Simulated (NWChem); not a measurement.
Species: CHCl2, doublet; SMILES Cl[CH]Cl

```xyz
4

Cl    -0.1738    -0.0011     1.4841
C      0.6934     0.0701     0.0000
Cl    -0.1738    -0.0011    -1.4841
H      1.6850    -0.3653     0.0000
```
Atoms are numbered in this order, from 1.

Program: NWChem. Spin-unrestricted. In the optimisation the excess spin sits in a' (Cs, its own frame). Geometry: optimised at B3LYP/6-31G* (spherical d), spin-unrestricted. No stability test was run on the SCF state. Solvent water, SMD (1 M gas to 1 M solution), gas-phase geometry. Reactions with the solvent are ignored.

Estimate the computed values for M06-2X/def2-TZVP. Quantities: solvation free energy (kcal/mol); cavity-dispersion-structure term (kcal/mol); dipole in solution (D).


```json
{
  "solvation free energy (kcal/mol)": "0.6",
  "cavity-dispersion-structure term (kcal/mol)": "2.6",
  "dipole in solution (D)": "1.41"
}
```
